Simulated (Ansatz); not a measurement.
The cluster Li3F3. The state is a singlet with charge 0. Geometry r2SCAN-D4/def2-TZVP, basis def2-TZVP, Ansatz.

```xyz
6

Li    0.8244    1.3900   -0.3144
Li    0.2579   -0.8081    1.4082
Li   -1.0818   -0.5808   -1.0947
F    -0.2769    0.8674   -1.5116
F     1.1612    0.6234    1.1750
F    -0.8847   -1.4918    0.3374
```

```tsv
run	HOMO (eV)	LUMO (eV)
A	-10.95	0.21
B	-7.32	-0.79
C	-7.79	-0.61
D	-11.90	1.04
E	-8.87	-0.51
F	-7.73	-0.13
```

HSE06 is defined as in plane-wave codes, on full-range PBE exchange. The structure comes from a short search, and lower isomers may exist.

Problem. The runs used B97M-V, CAM-B3LYP, HSE06, PBE, r2SCAN, ωB97X-V. Estimate which is which.

Solution. A CAM-B3LYP (range-separated); B PBE (0 % exact exchange); C B97M-V (0 % exact exchange); D ωB97X-V (range-separated); E HSE06 (range-separated); F r2SCAN (0 % exact exchange). Exact exchange lowers occupied and raises empty levels; among semilocal functionals meta-GGAs tend to open the gap a little, and such runs are hard to tell apart. The gap grows from 6.53 eV (PBE) to 12.93 eV (ωB97X-V).
